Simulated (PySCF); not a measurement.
H3B, charge +1, doublet, geometry from GFN2-xTB (a state made from the parent by changing its charge; the spin is typed, not shown lowest); CISD/STO-3G (PySCF).

The PySCF input:
```python
from pyscf import gto, scf, ci

mol = gto.M(
    atom='''
B     0.03835502    0.03398175   -0.03634696
H    -1.14157844   -0.19839382   -0.05654116
H     0.19951765   -0.63625243    0.94928073
H     0.75028569    0.66473750   -0.71100478
''',
    basis='sto-3g',
    charge=1,
    spin=1,
    verbose=4,
)

mf = scf.UHF(mol)
mf.kernel()

myci = ci.CISD(mf)
myci.kernel()
print('E(CISD) = %.10f' % myci.e_tot)
mf.analyze()
```

The log (banner, timings and long lists left out):

```
PySCF version 2.14.0

[INPUT] verbose = 4
[INPUT] num. atoms = 4
[INPUT] num. electrons = 7
[INPUT] charge = 1
[INPUT] spin (= nelec alpha-beta = 2S) = 1
[INPUT] symmetry False subgroup None
[INPUT] Mole.unit = angstrom
[INPUT] Symbol           X                Y                Z      unit          X                Y                Z       unit  Magmom
[...]
nuclear repulsion = 7.45951062689669
number of shells = 6
number of NR pGTOs = 24
number of NR cGTOs = 8
basis = sto-3g
ecp = {}

******** <class 'pyscf.scf.uhf.UHF'> ********
method = UHF
initial guess = minao
damping factor = 0
level_shift factor = 0
DIIS = <class 'pyscf.scf.diis.CDIIS'>
diis_start_cycle = 1
diis_space = 8
diis_damp = 0
SCF conv_tol = 1e-09
SCF conv_tol_grad = None
SCF max_cycles = 50
direct_scf = True
direct_scf_tol = 1e-13
number electrons alpha = 4  beta = 3
Set gradient conv threshold to 3.16228e-05
init E= -25.735538633351

cycle= 1 E= -25.6251859014629  delta_E= 0.11  |g|= 0.182  |ddm|= 1.31
cycle= 2 E= -25.6537016370042  delta_E= -0.0285  |g|= 0.0353  |ddm|= 0.28
cycle= 3 E= -25.6549605446044  delta_E= -0.00126  |g|= 0.00955  |ddm|= 0.0617
cycle= 4 E= -25.6550792821082  delta_E= -0.000119  |g|= 0.00293  |ddm|= 0.0214
cycle= 5 E= -25.6550942397631  delta_E= -1.5e-05  |g|= 0.000473  |ddm|= 0.00971
cycle= 6 E= -25.6550946307839  delta_E= -3.91e-07  |g|= 0.000142  |ddm|= 0.00152
cycle= 7 E= -25.6550946666978  delta_E= -3.59e-08  |g|= 3.81e-05  |ddm|= 0.00045
cycle= 8 E= -25.6550946694735  delta_E= -2.78e-09  |g|= 3.27e-06  |ddm|= 0.000146
cycle= 9 E= -25.6550946694898  delta_E= -1.63e-11  |g|= 1.46e-07  |ddm|= 1.06e-05
Extra cycle  E= -25.6550946694898  delta_E= -1.42e-14  |g|= 4.13e-08  |ddm|= 2.55e-07
converged SCF energy = -25.6550946694898  <S^2> = 0.76004077  2S+1 = 2.0100157

******** <class 'pyscf.ci.ucisd.UCISD'> ********
CISD nocc = (np.int64(4), np.int64(3)), nmo = (8, 8)
max_cycle = 50
direct = 0
conv_tol = 1e-09
max_cycle = 50
max_space = 12
lindep = 0
nroots = 1
Init t2, MP2 energy = -0.0292050215467933
UCISD converged
E(UCISD) = -25.69870295862855  E_corr = -0.04360828913872662
E(CISD) = -25.6987029586
**** SCF Summaries ****
Total Energy =                         -25.655094669489824
Nuclear Repulsion Energy =               7.459510626896692
One-electron Energy =                  -45.732576584551040
Two-electron Energy =                   12.617971288164524
Two-electron Coulomb Energy =           17.213412864041331
DFT Exchange-Correlation Energy =       -4.595441575876807
**** MO energy ****
                             alpha | beta                alpha | beta
[...]
To work with the spin densities directly, `use mulliken_meta_spin()` only printing them here.

 ** Mulliken spin pop alpha/beta on meta-lowdin orthogonal AOs **
 ** Mulliken Spin Density (per AO)  **
spin_pop of  0 B 1s       -0.00004
spin_pop of  0 B 2s       -0.03259
spin_pop of  0 B 2px       0.26180
spin_pop of  0 B 2py       0.01958
spin_pop of  0 B 2pz       0.14314
spin_pop of  1 H 1s        0.31853
spin_pop of  2 H 1s        0.31853
spin_pop of  3 H 1s       -0.02896
 ** Mulliken Spin Density (per atom)  **
spin density of  0 B =      0.39190
spin density of  1 H =      0.31853
spin density of  2 H =      0.31853
spin density of  3 H =     -0.02896
 ** Mulliken pop alpha/beta on meta-lowdin orthogonal AOs **
 ** Mulliken pop       alpha | beta **
[...]
In total             4.00000 | 3.00000
 ** Mulliken atomic charges   ( Nelec_alpha | Nelec_beta ) **
charge of  0B =      0.46797  (     2.46197      2.07007 )
charge of  1H =      0.22562  (     0.54646      0.22792 )
charge of  2H =      0.22562  (     0.54646      0.22792 )
charge of  3H =      0.08080  (     0.44512      0.47408 )

WARN: System has nonzero charge 1; the dipole moment is origin-dependent.
Location of origin: [0. 0. 0.]

Dipole moment(X, Y, Z, Debye): -0.67451, -0.59760,  0.63920
```
